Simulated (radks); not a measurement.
Results of a calculation; reference values are marked as such.
All-electron atom: Tl16+ in [Kr] 4d10 4f14 5s2 5p3.

Code: a radial shooting solver on a logarithmic mesh with Libxc functionals. Model: Dirac Kohn-Sham, PBE, spin-unpolarised, spherical densities, finite nucleus; open shells fill j = l - 1/2 first; Fermi nuclear charge, rms radius 5.4759 fm.

Energy parts (hartree):
part                       energy
total                 -20197.0750
kinetic                23397.5311
electron-nucleus      -50208.2221
Hartree                 6983.0061
exchange-correlation    -369.3901

Orbitals (lengths in bohr, moments of r in powers of bohr):
orbital	occ.	eigenvalue (hartree)	<r^4>
1s1/2	2	-3152.307	3.762e-07
2s1/2	2	-571.1870	0.00005416
2p1/2	2	-549.0222	0.00003198
2p3/2	4	-473.0989	0.00005089
3s1/2	2	-145.6862	0.001957
3p1/2	2	-135.6471	0.001697
3p3/2	4	-118.7495	0.002388
3d3/2	4	-102.1254	0.001569
3d5/2	6	-98.51239	0.001738
4s1/2	2	-41.91762	0.04276
4p1/2	2	-37.57542	0.04509
4p3/2	4	-33.44156	0.06217
4d3/2	4	-26.33073	0.07106
4d5/2	6	-25.55341	0.07800
4f5/2	6	-16.33863	0.1068
4f7/2	8	-16.16169	0.1116
5s1/2	2	-16.08450	0.7615
5p1/2	2	-14.47282	0.9131
5p3/2	1	-13.48342	1.181
5d3/2	0	-10.97311	1.754
5d5/2	0	-10.80045	1.871
6s1/2	0	-8.57693	7.304

The highest occupied level is 5p3/2 at -366.90 eV. Summed over all electrons, <r^2> = 11.80 bohr^2, which gives a Langevin (diamagnetic) susceptibility term of -9.35 x 10^-6 cm^3/mol. For comparison, the ionisation energy in NIST's Atomic Spectra Database is 392 eV (theoretical). In exact Kohn-Sham theory the highest level is minus the ionisation energy, but local and semilocal functionals leave it too shallow, through self-interaction and a potential that decays too fast; potentials with the right tail come closer. The electron density at the nucleus is 2.524e+06 e/bohr^3.

Beside tabulated values, note that spin-unpolarised runs miss the spin-polarisation part of the exchange energy of open shells.
